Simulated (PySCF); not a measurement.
Al$_{2}$FH$_{2}$N (calculated)

Computed with PySCF 2.14.0. Calculation on a computer-drawn molecule: the log of a Hartree-Fock and frozen-core CCSD(T) single point meant for a local Hartree-Fock minimum, with one planted fault or none, to be diagnosed. Offsets are logged minus clean, where the clean run is the same molecule without the fault. The reference is restricted for singlets and unrestricted otherwise, and also for a bond in bohr or an excited solution. Adding or removing an electron swaps singlet and doublet. The excited solution moves the top pair (singlet) or top alpha electron (doublet) to the lowest empty orbital. Highest occupied and lowest empty are orbital energies over both spins, largest force is the largest gradient component, triples share is (T) over the correlation energy, the T1 limit is 0.02 restricted and 0.045 unrestricted, electrons count all cores, a negative frequency is imaginary (commonest isotopes), and the dipole is about the centre of nuclear charge.

Entry: Al$_{2}$FH$_{2}$N

Logged structure:
```xyz
6
Al2FH2N
F      0.5580     2.2050    -1.6500
Al    -0.8511     2.5047    -0.8326
N     -2.1702     1.3253    -0.9309
Al    -3.8363     1.2612    -0.2117
H     -0.9612     3.8262    -0.0008
H     -1.9391     0.5244    -1.5097
```

| Quantity | Value |
| --- | --- |
| meant charge | 0 |
| meant multiplicity | 1 |
| meant basis | cc-pV(D+d)Z |
| logged electrons | 44 |
| logged basis functions | 30 |
| logged SCF converged | yes |
| logged spin squared | 0 |
| logged highest occupied | -4.1417 eV |
| logged lowest empty | 10.095 eV |
| logged largest force | 0.03487 hartree/bohr |
| logged T1 diagnostic | 0.018683 |
| logged D1 diagnostic | 0.069805 |
| logged triples share | 0.039866 |
| logged CC converged | yes |
| logged dipole magnitude | 2.1995 debye |
| logged SCF stable within its kind | yes |
| logged energy HF | -631.02558 hartree |
| logged energy CCSD(T) | -631.17907 hartree |
| possible faults | no fault, one electron removed, one electron added, multiplicity raised by two, geometry at a saddle point, SCF held on an excited solution, minimal basis STO-3G, one bond length entered in bohr, all coordinates scaled |
| planted fault | minimal basis STO-3G |
| HF energy offset from clean run | 5024 kcal/mol |
| CCSD(T) energy offset from clean run | 5245 kcal/mol |

Drawn bonds:
```tsv
atom	other atom	order
1	2	1
2	3	1
3	4	1
2	5	1
3	6	1
```
